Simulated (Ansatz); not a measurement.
Ansatz results at the PBE0-D4/def2-TZVP geometry: HOMO–LUMO gap (PBE0/def2-TZVPP) 6.24 eV; size of the dipole moment (B3LYP/def2-TZVPP) 1.94 D; HOMO energy (PBE0/def2-TZVPP) -7.01 eV.

(1) Which molecule gave them?
A. `CC1(I)CC1`
B. `[AlH2][SiH2][ZnH]`
C. `F/C=C\S`
D. `N=[C](S)[GeH3]`

Results:

(1) A. The others give `[AlH2][SiH2][ZnH]`: 4.85, 0.21, -6.94; `N=[C](S)[GeH3]`: 6.78, 1.56, -7.51; `F/C=C\S`: 6.74, 1.12, -6.53.

B3LYP here is the variant with VWN-RPA as its local correlation; programs differ in this.
